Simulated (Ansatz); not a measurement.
Relaxation of Rb₄H₄ with RKS PBE0-D4/def2-SVP.

```sh
$ ansatz run in.yaml --threads 4 --pin off --events-out ev --progress --plain --max-ram 3916MiB
```

```yaml
crystal:
  periodic: [false, false, false]
  atoms:
    - {symbol: Rb, position_ang: [0.955590, 1.406210, -0.529110]}
    - {symbol: Rb, position_ang: [-1.090890, -1.889880, 0.802550]}
    - {symbol: Rb, position_ang: [2.441150, -2.998030, -0.054650]}
    - {symbol: Rb, position_ang: [-2.147910, 3.674180, -0.096430]}
    - {symbol: H, position_ang: [0.187180, 3.625080, 0.317250]}
    - {symbol: H, position_ang: [1.702940, -0.634270, 0.759930]}
    - {symbol: H, position_ang: [0.156360, -3.743990, -0.276290]}
    - {symbol: H, position_ang: [-2.204430, 0.560710, -0.923250]}
basis:
  gaussian: {orbitals: def2-SVP}
hamiltonian: {xc: pbe0, dispersion: d4}
scf: {lower_state_search: "off"}
output: {orbitals: {seedname: orbitals}}
relax: {f_tol: 0.02, max_steps: 100}
```

Run time 18 s (4 threads of Arm Neoverse V1 on a shared host).

Positions (Å) and forces (eV/Å) at steps 1, 2, 3, 4, 5, 7, 10 of 10:

```xyz
8
step=1 energy=-2685.4718 eV
Rb    0.956    1.406   -0.529    0.085   -0.049   -0.283
Rb   -1.091   -1.890    0.803   -0.367    0.431   -0.020
Rb    2.441   -2.998   -0.055    0.594   -0.055   -0.029
Rb   -2.148    3.674   -0.096   -0.647   -0.186   -0.122
H     0.187    3.625    0.317    0.337    0.321    0.140
H     1.703   -0.634    0.760   -0.060   -0.297    0.127
H     0.156   -3.744   -0.276   -0.192   -0.379   -0.086
H    -2.204    0.561   -0.923    0.252    0.213    0.272
8
step=2 energy=-2685.7463 eV
Rb    1.018    1.406   -0.606   -0.024    0.042   -0.017
Rb   -1.204   -1.803    0.772   -0.020    0.155   -0.133
Rb    2.622   -3.068   -0.073   -0.096   -0.056    0.033
Rb   -2.300    3.645   -0.111   -0.109   -0.238   -0.038
H     0.192    3.721    0.325    0.010    0.108   -0.036
H     1.668   -0.752    0.783   -0.027   -0.099   -0.026
H     0.126   -3.803   -0.259    0.097   -0.100    0.012
H    -2.121    0.653   -0.831    0.170    0.188    0.205
8
step=3 energy=-2685.8727 eV
Rb    1.066    1.476   -0.608   -0.101    0.048    0.079
Rb   -1.194   -1.774    0.672    0.005    0.138   -0.145
Rb    2.612   -3.146   -0.036   -0.119   -0.051    0.035
Rb   -2.402    3.591   -0.112    0.077   -0.274   -0.016
H     0.155    3.830    0.282   -0.070    0.042   -0.077
H     1.658   -0.793    0.749   -0.032   -0.041   -0.085
H     0.114   -3.930   -0.243    0.077   -0.002    0.033
H    -2.010    0.746   -0.703    0.162    0.140    0.177
8
step=4 energy=-2685.9866 eV
Rb    1.085    1.548   -0.501   -0.062    0.061    0.039
Rb   -1.191   -1.741    0.545    0.026    0.047   -0.091
Rb    2.592   -3.223    0.005   -0.101   -0.031    0.025
Rb   -2.446    3.503   -0.113    0.096   -0.165    0.000
H     0.111    3.943    0.197   -0.086    0.032   -0.051
H     1.624   -0.832    0.627    0.011   -0.038   -0.040
H     0.110   -3.996   -0.204    0.034    0.000    0.025
H    -1.885    0.798   -0.556    0.081    0.094    0.094
8
step=5 energy=-2686.0506 eV
Rb    1.096    1.648   -0.397    0.009    0.038    0.039
Rb   -1.153   -1.717    0.399    0.006   -0.043   -0.031
Rb    2.532   -3.304    0.054   -0.016   -0.024    0.015
Rb   -2.468    3.395   -0.104    0.028    0.010    0.013
H     0.045    4.077    0.113   -0.066   -0.008   -0.036
H     1.628   -0.850    0.516    0.017   -0.021   -0.040
H     0.079   -4.091   -0.161   -0.008    0.024    0.019
H    -1.759    0.841   -0.420    0.031    0.025    0.020
8
step=7 energy=-2686.0825 eV
Rb    1.126    1.772   -0.118   -0.009    0.000    0.035
Rb   -1.091   -1.757    0.091   -0.016    0.044    0.012
Rb    2.508   -3.477    0.112    0.011    0.025    0.017
Rb   -2.555    3.448   -0.144    0.023   -0.020    0.009
H    -0.096    4.200   -0.026    0.025    0.015   -0.013
H     1.723   -0.915    0.249   -0.008   -0.016   -0.040
H     0.037   -4.216    0.000    0.005    0.002   -0.007
H    -1.651    0.945   -0.163   -0.030   -0.051   -0.013
8
step=10 energy=-2686.0900 eV
Rb    1.116    1.765    0.012   -0.004   -0.003    0.001
Rb   -1.116   -1.765    0.002    0.004    0.002    0.000
Rb    2.524   -3.445    0.145   -0.002    0.001    0.001
Rb   -2.523    3.445   -0.161    0.000   -0.001    0.000
H    -0.058    4.210   -0.068    0.001    0.000   -0.001
H     1.699   -0.918    0.102    0.000    0.000   -0.002
H     0.058   -4.211    0.055    0.000    0.001    0.000
H    -1.700    0.918   -0.088    0.001   -0.001    0.000
```

In the def2 sets Rb takes a core potential; there is no spin–orbit coupling. The structure comes from a short search, and lower isomers may exist.
